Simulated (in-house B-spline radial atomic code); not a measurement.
Ionisation energies with and without relativity, with size and susceptibility from the Dirac run. Dirac energy differences include first-order Breit, QED and recoil terms. NIST's values go from ground level to ground level; the uncertainty of those that are theory runs from under 0.1 % in few-electron ions to several per cent in heavy many-electron ones. Computed with a B-spline radial code for spherical atoms: non-relativistic Hartree-Fock and Dirac-Hartree-Fock, averages of the configuration (point nuclei without relativity, finite nuclei with it).

```
 ion  configuration  configuration after  ionisation non-relativistic (eV)  ionisation Dirac Breit and QED (eV)  tabulated value (eV)  radius at density 0.001 (bohr)  diamagnetic susceptibility (10⁻⁶ cm³/mol)
Sc2+       [Ar] 3d1         [Ne] 3s2 3p6                             23.88                                23.74              24.75684                           3.081                                    -12.843
Ti2+       [Ar] 3d2             [Ar] 3d1                             25.67                                25.52              27.49171                           3.107                                    -13.074
 V2+       [Ar] 3d3             [Ar] 3d2                             27.34                                27.18               29.3111                           3.092                                    -13.089
Cr2+       [Ar] 3d4             [Ar] 3d3                             28.94                                28.75                30.959                           3.058                                    -12.988
Mn2+       [Ar] 3d5             [Ar] 3d4                             30.47                                30.26                33.668                           3.015                                     -12.82
Fe2+       [Ar] 3d6             [Ar] 3d5                             31.95                                31.72                30.651                           2.969                                    -12.614
Co2+       [Ar] 3d7             [Ar] 3d6                             33.38                                33.13                  33.5                           2.922                                    -12.388
Ni2+       [Ar] 3d8             [Ar] 3d7                             34.78                                34.50                35.187                           2.875                                    -12.151
Cu2+       [Ar] 3d9             [Ar] 3d8                             36.14                                35.84                36.841                           2.829                                     -11.91
```
